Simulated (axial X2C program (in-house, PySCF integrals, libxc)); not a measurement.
**Working with the constants of LiFe⁺**

A bond curve at the PBE0 level, two-component, was computed with an in-house all-electron X2C program for linear molecules (integrals from PySCF) (basis Fe dyall-cv3z [9s10p6d3f2g], Li dyall-cv3z [7s8p2d] (cores contracted in-house)) for the state Ω = 2 (⟨Sz⟩ = 2.00, ⟨Lz⟩ = 0.00 at PBE0). Its fit gives Re = 2.7991 Å, ωe = 260.9 cm⁻¹, ωexe = 2.55 cm⁻¹ and αe = 4.750e-03 cm⁻¹; the masses are 55.9349 and 7.0160 u. Two-component means X2C with spin–orbit coupling and atomic mean-field Coulomb and Gaunt terms.

**Question.** Find the reduced mass, Be and the force constant.

**Answer.** From the PBE0 values: μ = 6.2341 u. Be = 16.8576/(μ Re²) = 0.3451 cm⁻¹. k = 5.8918×10⁻⁷ μ ωe² = 0.25 mdyn/Å.

**Question.** Estimate the centrifugal constant by the Kratzer relation.

**Answer.** D = 4Be³/ωe² = 2.42e-06 cm⁻¹.

**Question.** Where do the fundamental and the first overtone lie?

**Answer.** ν(1←0) = ωe − 2ωexe = 255.8 cm⁻¹; ν(2←0) = 2ωe − 6ωexe = 506.5 cm⁻¹.

**Question.** A Morse curve ties αe to the other constants (Pekeris). How well does that hold?

**Answer.** αe(Morse) = 6Be²/ωe × (√(ωexe/Be) − 1) = 4.707e-03 cm⁻¹; the PBE0 curve gives 4.750e-03 cm⁻¹, a ratio of 0.99.

Occupations by symmetry block were frozen at the best pattern of an incomplete PBE0 search. Density functionals use the spin component along the axis (collinear). Other states lie close and PBE0, whose exact exchange favours high spin, may order them wrongly; the determinant shown need not be the ground state. The nearest other 2c determinant of the search, Ω = 3, lies 0.01 eV up at the distance of the search. With several unpaired electrons one determinant need not be a pure state. Open-shell Ω = 0 determinants with evenly filled partner blocks cannot be reached by this program, so the Ω shown need not be the lowest component.
